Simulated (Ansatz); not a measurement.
A structure relaxed at PBE0-D4/def2-SVP in Ansatz, charge 0, doublet:

```xyz
11

Pd    1.015   -0.869   -2.842
Pd    0.835    0.935   -0.721
Pd    0.396   -1.687   -0.328
Pd   -0.881    0.316    1.192
H     1.247   -2.088   -1.748
H    -1.767    0.324    2.719
H     1.052    2.591   -0.443
H    -2.326    0.048    2.160
H    -0.367   -1.289    1.190
H    -0.030   -0.531   -1.512
H     0.828    2.248    0.334
```

(1) Give its formula.

(2) Summarise the bond lengths by kind (pairs closer than 1.2 times the sum of covalent radii, bridged metal pairs left out).

Answers

(1) the cluster Pd₄H₇.

(2) 1 × Pd–Pd 2.64 Å; 11 × H–Pd 1.65 to 1.88 Å.

In the def2 sets Pd takes a core potential; there is no spin–orbit coupling. In the doublet, H6 and H8 lie 0.84 Å apart, H7 and H11 lie 0.88 Å apart (atoms count from 1), so H2 has formed as a molecule. The relaxation made no stability test and no search for a lower SCF solution. No other spin state of charge 0 was run. Another isomer (doublet) lies 0.24 eV lower at PBE0-D4/def2-TZVP; other spin states weren't run for this one.
